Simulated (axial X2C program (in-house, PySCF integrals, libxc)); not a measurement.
## Bond lengths and stretching modes, held linear, of InOH⁺

Calculated with an axial X2C code built on PySCF integrals: two-component X2C with atomic mean-field Coulomb and Gaunt terms, Gaussian nuclei, basis In dyall-v3z, O dyall-av3z, H dyall-v3z with contracted cores. Spin-free rows use the one-electron spin-free X2C Hamiltonian.

Masses In 114.904, O 15.995, H 1.008 u. States: 2c Ω = 1/2 (beyond evenly filled blocks: ω = 1/2); spin-free M_S = 1/2, Λ = 0 (beyond evenly filled blocks: σα).

r2SCAN, spin-free: energies above the lowest point

```
r(In–O) (Å)  r(O–H) (Å)  E (meV)
     1.8194      0.9360    54.19
     1.8194      0.9600    37.58
     1.8194      0.9840    50.90
     1.8660      0.9360    17.21
     1.8660      0.9600     0.00
     1.8660      0.9840    12.73
     1.8660      1.0080    50.74
     1.9126      0.9360    49.04
     1.9126      0.9600    31.09
     1.9126      0.9840    43.09
     1.9593      0.9600   116.17
     1.9593      1.0080   163.73
```

Task: Fit a quadratic surface with cubic terms in each bond: where is the minimum, and what are the two stretching wavenumbers?

Result: At r2SCAN, spin-free: bonds 1.867 and 0.961 Å; harmonic stretches 759.2 and 3850.3 cm⁻¹; force constants 5.05, 8.25 and coupling -0.11 mdyn/Å.

The other levels and Hamiltonians give:

| Hamiltonian | level | r(In–O) (Å) | r(O–H) (Å) | lower stretch (cm⁻¹) | upper stretch (cm⁻¹) |
| --- | --- | --- | --- | --- | --- |
| 2c | PBE0 | 1.863 | 0.959 | 761.5 | 3897.1 |
| 2c | HF | 1.859 | 0.939 | 797.6 | 4155.5 |
| 2c | r2SCAN | 1.867 | 0.961 | 758.4 | 3850.0 |
| 2c | MP2 | 1.860 | 0.960 | 776.4 | 3897.0 |
| spin-free | PBE0 | 1.863 | 0.959 | 761.8 | 3897.5 |
| spin-free | HF | 1.859 | 0.939 | 797.6 | 4155.5 |
| spin-free | MP2 | 1.859 | 0.960 | 776.3 | 3896.6 |

Each state is one determinant, the lowest of a limited PBE0 search; the stretches come from a fit to these few points and carry an uncertainty of a few per cent. Other orders of the atoms were not compared. MP2 freezes inner shells (threshold -2 hartree). The molecule was held linear; bending was not examined, so a bent shape may lie lower.
